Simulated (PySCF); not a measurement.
Ga(F)(Me)(OMe) (C₂H₆FGaO), SMILES [F][Ga]([O]C)[CH3].

The structure is a stationary point at PBE-D3(BJ)/def2-SVP. The structure was generated by enumeration; whether it is a known compound was not checked. The values are those of a single conformer.

Method: PySCF with PBE-D3(BJ)/def2-SVP.

Frequencies are harmonic and unscaled.

Question: List the normal modes with their intensities. (Estimate from the structure and the level; the computed values follow.)

Answer: 
```json
[
 {"mode": "1", "ν (cm⁻¹)": "43", "IR (km/mol)": "0.3", "moving atoms (share of kinetic energy)": "H 98 %"},
 {"mode": "2", "ν (cm⁻¹)": "83", "IR (km/mol)": "1.5", "moving atoms (share of kinetic energy)": "H 78 %, O 17 %"},
 {"mode": "3", "ν (cm⁻¹)": "99", "IR (km/mol)": "0.6", "moving atoms (share of kinetic energy)": "H 37 %, O 27 %, F 17 %, C 16 %"},
 {"mode": "4", "ν (cm⁻¹)": "111", "IR (km/mol)": "0.9", "moving atoms (share of kinetic energy)": "C 57 %, H 28 %, Ga 10 %"},
 {"mode": "5", "ν (cm⁻¹)": "158", "IR (km/mol)": "14.8", "moving atoms (share of kinetic energy)": "Ga 40 %, O 18 %, F 16 %, H 13 %, C 13 %"},
 {"mode": "6", "ν (cm⁻¹)": "163", "IR (km/mol)": "9.4", "moving atoms (share of kinetic energy)": "F 51 %, Ga 17 %, C 16 %, H 12 %"},
 {"mode": "7", "ν (cm⁻¹)": "258", "IR (km/mol)": "15.1", "moving atoms (share of kinetic energy)": "O 36 %, C 27 %, H 15 %, Ga 11 %, F 11 %"},
 {"mode": "8", "ν (cm⁻¹)": "539", "IR (km/mol)": "1.1", "moving atoms (share of kinetic energy)": "C 55 %, O 21 %, H 15 %"},
 {"mode": "9", "ν (cm⁻¹)": "620", "IR (km/mol)": "69.4", "moving atoms (share of kinetic energy)": "O 39 %, Ga 28 %, C 23 %, H 10 %"},
 {"mode": "10", "ν (cm⁻¹)": "683", "IR (km/mol)": "57.6", "moving atoms (share of kinetic energy)": "F 73 %, Ga 22 %"},
 {"mode": "11", "ν (cm⁻¹)": "703", "IR (km/mol)": "26.7", "moving atoms (share of kinetic energy)": "H 81 %, C 17 %"},
 {"mode": "12", "ν (cm⁻¹)": "735", "IR (km/mol)": "61.4", "moving atoms (share of kinetic energy)": "H 78 %, C 18 %"},
 {"mode": "13", "ν (cm⁻¹)": "1095", "IR (km/mol)": "163.0", "moving atoms (share of kinetic energy)": "O 41 %, C 39 %, H 19 %"},
 {"mode": "14", "ν (cm⁻¹)": "1135", "IR (km/mol)": "0.2", "moving atoms (share of kinetic energy)": "H 77 %, C 19 %"},
 {"mode": "15", "ν (cm⁻¹)": "1160", "IR (km/mol)": "26.8", "moving atoms (share of kinetic energy)": "H 65 %, C 22 %, O 13 %"},
 {"mode": "16", "ν (cm⁻¹)": "1170", "IR (km/mol)": "19.9", "moving atoms (share of kinetic energy)": "H 73 %, C 20 %"},
 {"mode": "17", "ν (cm⁻¹)": "1377", "IR (km/mol)": "3.9", "moving atoms (share of kinetic energy)": "H 96 %"},
 {"mode": "18", "ν (cm⁻¹)": "1379", "IR (km/mol)": "2.3", "moving atoms (share of kinetic energy)": "H 95 %"},
 {"mode": "19", "ν (cm⁻¹)": "1412", "IR (km/mol)": "0.3", "moving atoms (share of kinetic energy)": "H 97 %"},
 {"mode": "20", "ν (cm⁻¹)": "1423", "IR (km/mol)": "20.3", "moving atoms (share of kinetic energy)": "H 89 %, C 10 %"},
 {"mode": "21", "ν (cm⁻¹)": "1428", "IR (km/mol)": "10.1", "moving atoms (share of kinetic energy)": "H 96 %"},
 {"mode": "22", "ν (cm⁻¹)": "2895", "IR (km/mol)": "90.4", "moving atoms (share of kinetic energy)": "H 97 %"},
 {"mode": "23", "ν (cm⁻¹)": "2971", "IR (km/mol)": "59.9", "moving atoms (share of kinetic energy)": "H 91 %, C 9 %"},
 {"mode": "24", "ν (cm⁻¹)": "2991", "IR (km/mol)": "36.7", "moving atoms (share of kinetic energy)": "H 90 %, C 10 %"},
 {"mode": "25", "ν (cm⁻¹)": "2992", "IR (km/mol)": "0.9", "moving atoms (share of kinetic energy)": "H 97 %"},
 {"mode": "26", "ν (cm⁻¹)": "3100", "IR (km/mol)": "0.1", "moving atoms (share of kinetic energy)": "H 91 %, C 9 %"},
 {"mode": "27", "ν (cm⁻¹)": "3111", "IR (km/mol)": "1.2", "moving atoms (share of kinetic energy)": "H 90 %, C 10 %"}
]
```
